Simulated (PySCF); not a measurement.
[NiF4]2-: Ni(II) (d8), charge -2. The structure is a PBE0-D3(BJ)/def2-TZVP, IEF-PCM water geometry optimised for multiplicity 3; coordination tetrahedral, point group C2v, metal–donor distances 1.91 Å.

Method (PySCF 2.14, density fitting): CASSCF(8,5) with orbitals averaged over all microstates of the shell, strongly contracted NEVPT2 on the averaged canonical orbitals; basis x2c-TZVPall on the metal, x2c-SVPall elsewhere; spin-free X2C; IEF-PCM water; spin-orbit coupling by state interaction with the mean-field operator over all roots.

CASSCF energies above the lowest CASSCF root:

```csv
state,CASSCF / cm⁻¹
3B2 (from 3T1),0
3B1 (from 3T1),1832
3A1 (from 3T2),2822
3A2 (from 3T1),2894
3B1 (from 3T2),5058
3B2 (from 3T2),5119
3A2,7127
1A1,16872
1B2 (from 1T2),17342
1B1 (from 1T2),18737
1A1,19100
1A2 (from 1E),20708
3A2 (from 3T1),20960
3B1 (from 3T1),23273
3B2 (from 3T1),24475
1A2 (from 1T1),25861
1A1,26753
1B1 (from 1T2),26928
1B2 (from 1T2),27851
1A1,28443
1A2 (from 1E),30350
1B2 (from 1T1),30528
```

**Question.** How does dynamic correlation (SC-NEVPT2) move these states?

**Answer.** 
```
         state  NEVPT2 / cm⁻¹  shift / cm⁻¹
3B2 (from 3T1)              0             0
3B1 (from 3T1)           2265          +432
3A1 (from 3T2)           3661          +839
3A2 (from 3T1)           3640          +746
3B1 (from 3T2)           6404         +1346
3B2 (from 3T2)           6586         +1467
           3A2           9168         +2041
           1A1          14614         -2258
1B2 (from 1T2)          15379         -1963
1B1 (from 1T2)          17176         -1561
           1A1          17765         -1334
 1A2 (from 1E)          19723          -985
3A2 (from 3T1)          18854         -2106
3B1 (from 3T1)          21724         -1549
3B2 (from 3T1)          22956         -1520
1A2 (from 1T1)          24256         -1605
           1A1          25450         -1303
1B1 (from 1T2)          25539         -1389
1B2 (from 1T2)          26749         -1102
           1A1          27392         -1051
 1A2 (from 1E)          29826          -524
1B2 (from 1T1)          29695          -832
```

No frequencies were computed for the optimised geometry. NEVPT2 lifts 3A1 (from 3T2) from 2822 to 3661 cm⁻¹; on the d shell alone such lifts tend to overshoot.
